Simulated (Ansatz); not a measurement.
CH₄Cl₂SSi, SMILES `C[Si](S)(Cl)Cl`. Total charge 0; spin multiplicity 1.

```json
{"atom": "C1", "x (Å)": "-0.994", "y (Å)": "0.684", "z (Å)": "-0.167"}
{"atom": "Si2", "x (Å)": "0.360", "y (Å)": "-0.570", "z (Å)": "-0.242"}
{"atom": "S3", "x (Å)": "1.332", "y (Å)": "-0.914", "z (Å)": "1.612"}
{"atom": "Cl4", "x (Å)": "-0.397", "y (Å)": "-2.393", "z (Å)": "-0.771"}
{"atom": "Cl5", "x (Å)": "1.710", "y (Å)": "0.026", "z (Å)": "-1.667"}
{"atom": "H6", "x (Å)": "-1.746", "y (Å)": "0.376", "z (Å)": "0.561"}
{"atom": "H7", "x (Å)": "-0.592", "y (Å)": "1.656", "z (Å)": "0.130"}
{"atom": "H8", "x (Å)": "-1.464", "y (Å)": "0.787", "z (Å)": "-1.147"}
{"atom": "H9", "x (Å)": "1.790", "y (Å)": "0.348", "z (Å)": "1.692"}
```

Q: Give the diagnostics of a CCSD(T)/def2-TZVPP run (frozen core, Ansatz 0.2.0). (An estimate is asked.)

A: The calculation gave: T1 = 0.0095, largest single amplitude 0.010, largest double 0.019, (T) share of the correlation energy 4.2 %, 8 CCSD cycles. The RHF solution is stable towards an unrestricted one. T1 lies under the customary mark of 0.02 for closed shells.
